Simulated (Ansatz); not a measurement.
`[SiH3]CS[SiH3]` + `[OH][In]([F])[F]` → `[F][In]([F])[O][SiH3]` + `CS[SiH3]` at 600 K and 1 bar (ligand exchange at the Si–C bond).

Computed with Ansatz on PBE0-D4/def2-TZVP structures; ΔE is electronic, products minus reactants. CBS: MP2 limit from def2 TZ/QZ plus the TZ coupled-cluster correction, frozen cores. def2 core potentials past Kr. For In outer-core shells are correlated without core-valence functions, which leaves a few kJ/mol of doubt a bond. Each species was taken in one conformer, which may not be the lowest.

```
                species  CCSD(T)/CBS energy (Eh)  H − E (kJ/mol)  S (J/(mol·K))
       `[SiH3]CS[SiH3]`              -1018.80686           276.7          470.2
     `[OH][In]([F])[F]`               -465.24461            87.7          392.5
`[F][In]([F])[O][SiH3]`               -755.56161           148.1          491.8
             `CS[SiH3]`               -728.52947           217.4          385.5
```

H − E and S are ideal-gas, rigid-rotor, harmonic terms from PBE0-D4/def2-TZVP, for one conformer and one mirror image of each species. 1 Eh = 2625.50 kJ/mol, R = 8.31446 J/(mol·K).

**Question.** By hand: ΔE, ΔH, ΔS and ΔG.

**Answer.** ΔE = (-755.56161) + (-728.52947) − (-1018.80686) − (-465.24461) = -0.03961 Eh = -104.0 kJ/mol. Δ(H − E) = 148.1 + 217.4 − 276.7 − 87.7 = 1.1, so ΔH = -102.9 kJ/mol. ΔS = 491.8 + 385.5 − 470.2 − 392.5 = 14.6 J/(mol·K). ΔG = -102.9 − 600 × (14.6)/1000 = -111.7 kJ/mol.

**Question.** By hand: the equilibrium constant, and the temperature at which ΔG would vanish if ΔH and ΔS stayed fixed.

**Answer.** log₁₀ K = −ΔG/(RT ln 10) = 9.7. ΔH and −TΔS have one sign here, so there is no such temperature.

The number of gas molecules stays the same, so ΔS is small and ΔH decides. A doubt of 5 kJ/mol in ΔE shifts log₁₀ K by 0.4 here. Other conformers and mirror images would add mixing entropy, several J/(mol·K) or more a flexible species. Modes under 60 cm⁻¹, often nearly free rotors, make the harmonic entropy too high. These are equilibria of isolated gas molecules and say nothing of rates. Largest T1 diagnostic: 0.018 (customary marks: 0.02 for closed shells, 0.045 for open ones).
